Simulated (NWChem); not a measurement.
All runs are NWChem calculations. System: Ag$_{2}$, charge 0, spin multiplicity 1, at a geometry optimised with B3LYP/def2-SVP with def2 effective core potentials on Ag. The structure started from a generated list of species. Level: MP2/def2-TZVP with def2 effective core potentials on Ag, 8 core orbitals frozen.

NWChem printed:

```
             Northwest Computational Chemistry Package (NWChem) 7.3.0
             --------------------------------------------------------

                                NWChem Input Module
                                -------------------

 Scaling coordinates for geometry "geometry" by  1.889725989
 (inverse scale =  0.529177249)

 Turning off AUTOSYM since
 SYMMETRY directive was detected!

                             Geometry "geometry" -> ""
                             -------------------------

 Output coordinates in angstroms (scale by  1.889725989 to convert to a.u.)

  No.       Tag          Charge          X              Y              Z
 ---- ---------------- ---------- -------------- -------------- --------------
    1 Ag                  47.0000     0.00000000     0.00000000     1.29955000
    2 Ag                  47.0000     0.00000000     0.00000000    -1.29955000

 Effective nuclear repulsion energy (a.u.)     449.7528156055

            Nuclear Dipole moment (a.u.)
            ----------------------------
        X                 Y               Z
 ---------------- ---------------- ----------------
     0.0000000000     0.0000000000     0.0000000000

      Symmetry information
      --------------------

 Group name             D2h
 Group number             26
 Group order               8
 No. of unique centers     1

      Symmetry unique atoms

     1


 Summary of "ao basis" -> "" (spherical)
 ------------------------------------------------------------------------------
       Tag                 Description            Shells   Functions and Types
 ---------------- ------------------------------  ------  ---------------------
 *                         def2-tzvp                  on all atoms

 Summary of "ao basis" -> "ao basis" (spherical)
 ------------------------------------------------------------------------------
       Tag                 Description            Shells   Functions and Types
 ---------------- ------------------------------  ------  ---------------------
 Ag                        def2-tzvp                14       40   6s4p3d1f

                                 NWChem SCF Module
                                 -----------------

  ao basis        = "ao basis"
  functions       =    80
  atoms           =     2
  closed shells   =    19
  open shells     =     0
  charge          =   0.00
  wavefunction    = RHF
  use symmetry    = T
  symmetry adapt  = T

[...]
  --------------------------------------

    Atom       Charge   Shell Charges
 -----------   ------   -------------------------------------------------------
    1 Ag  19    19.00   0.03 -0.41  1.59  0.77  0.49  0.46  5.19  0.80  0.06  0.03  5.89  3.26  0.84  0.00
    2 Ag  19    19.00   0.03 -0.41  1.59  0.77  0.49  0.46  5.19  0.80  0.06  0.03  5.89  3.26  0.84  0.00

       Multipole analysis of the density wrt the origin
       ------------------------------------------------

     L   x y z        total         open         nuclear
     -   - - -        -----         ----         -------
     0   0 0 0      0.000000      0.000000     38.000000

     1   1 0 0     -0.000000      0.000000      0.000000
     1   0 1 0      0.000000      0.000000      0.000000
     1   0 0 1     -0.000000      0.000000      0.000000

     2   2 0 0    -30.858250      0.000000      0.000000
     2   1 1 0      0.000000      0.000000      0.000000
     2   1 0 1      0.000000      0.000000      0.000000
     2   0 2 0    -30.858250      0.000000      0.000000
     2   0 1 1      0.000000      0.000000      0.000000
     2   0 0 2    -22.715575      0.000000    229.175008

                   NWChem MP2 Semi-direct Energy/Gradient Module
                   ---------------------------------------------

  Basis functions       =     80
  Molecular orbitals    =     80
  Frozen core           =      8
  Frozen virtuals       =      0
  Active alpha occupied =     11
  Active beta occupied  =     11
  Active alpha virtual  =     61
  Active beta virtual   =     61
  Use MO symmetry       = T
  Use skeleton AO sym   = T

  AO/Fock/Back tols     =   1.0D-09  1.0D-09  1.0D-09

 GA uses MA = F    GA memory limited = T

 Available:
  local mem=  1.26D+08
 global mem=  1.44D+08
 local disk=  0.00D+00
  mp2_memr nvloc                    61
  nvloc new                    61
   1 passes of  11:        5242880                      46592                   7297814.
   1 passes of  11: M    126143041           G      144166400           F     120900161.

 Semi-direct pass number   1 of   1  for RHF alpha+beta  at        0.5s
  vrange nnbf                  3194
  mp2_eaftype                    27  avail_ma_in_mb                  1099
 EAF : mp2_eaftype filesize          27    3648907.
  mp2_eaf for mointskh                     27
Node 0 wrote     17.1 Mb in      0.0 s     Agg I/O rate:  1729.2 Mb/s
 Done moints_semi at        1.4s
  mp2_eaftype                    27  avail_ma_in_mb                  1072
 EAF : mp2_eaftype filesize          27    3648907.
  mp2_eaf for kh                    27
 Done maket at        1.5s
 Done multipass loop at        1.5s

          -------------------------------------------
          SCF energy                -292.248398717694
          Correlation energy          -0.608775057908
          Singlet pairs               -0.274007523915
          Triplet pairs               -0.334767533992
          Total MP2 energy          -292.857173775601
          -------------------------------------------

          ---------------------------------------------------
                    Spin Component Scaled (SCS) MP2
          Same spin pairs                     -0.223178355995
          Same spin scaling factor             0.333333333333
          Opposite spin pairs                 -0.385596701913
          Opposite spin scaling fact.          1.200000000000
          SCS-MP2 correlation energy          -0.537108827627
          Total SCS-MP2 energy              -292.785507545321
          ---------------------------------------------------

 -----------------------
 Performance information
 -----------------------

 Timer overhead =  1.60D-07 seconds/call

               Nr. of calls         CPU time (s)                 Wall time (s)                GFlops
             ---------------    -------------------     ------------------------------   -------------------
Name         Min   Avg   Max    Min     Avg     Max     Min     Avg     Max   Mx/calls   Min     Max     Sum
mp2: moin     1     1     1   0.89    0.89    0.89     0.89    0.89    0.89    0.89      0.0     0.0     0.0
mp2: make     1     1     1   7.59E-2 7.59E-2 7.59E-2  7.59E-2 7.59E-2 7.59E-2 7.59E-2   0.0     0.0     0.0
mp2: tota     1     1     1    1.0     1.0     1.0      1.0     1.0     1.0     1.0      0.0     0.0     0.0

 The average no. of pstat calls per process was 3.00D+00
 with a timing overhead of 4.81D-07s

 Task  times  cpu:        1.5s     wall:        1.5s

 Total times  cpu:        1.5s     wall:        1.5s
```

Q: Write an NWChem input that would produce this output.

A: This is not unique; one that fits is 
```
start mol
memory heap 200 mb stack 900 mb global 1100 mb
geometry units angstroms nocenter noautoz
  Ag     0.000000     0.000000     1.299550
  Ag     0.000000     0.000000    -1.299550
  symmetry group D2h
end
basis spherical
  * library def2-tzvp
end
ecp
  Ag library def2-ecp
end
scf
  rhf
  nopen 0
  maxiter 100
  thresh 1e-7
  semidirect memsize 60000000 filesize 0
end
mp2
  freeze core 8
end
task mp2 energy
```
